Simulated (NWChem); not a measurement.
Species: CH4CrO3; SMILES [O]=[Cr]([CH3])([OH])=[O]

```xyz
9

Cr     0.0927     0.0726     0.0000
O      0.9657    -0.0618     1.2576
O      0.9657    -0.0618    -1.2576
O     -0.9124     1.4554     0.0000
H     -0.7180     2.3988     0.0000
C     -1.0094    -1.5588     0.0000
H     -1.6181    -1.4971     0.9137
H     -0.3667    -2.4476     0.0000
H     -1.6181    -1.4971    -0.9137
```
Atoms are numbered in this order, from 1.

All runs: NWChem. Medium grid unless said otherwise, to which SCAN and Minnesota functionals are sensitive. The geometry was optimised at PBE0/def2-SVP. Not confirmed as a minimum by frequencies.

For level r2SCAN/def2-SVP:

```yaml
highest occupied level (eV): -7.71
orbital gap (eV): 3.33
dipole (D): 2.17
```

Task: What are these values for level Hartree-Fock/def2-SVP?

Result: 
| Quantity | Result |
|---|---|
| highest occupied level (eV) | -12.79 |
| orbital gap (eV) | 13.55 |
| dipole (D) | 3.00 |
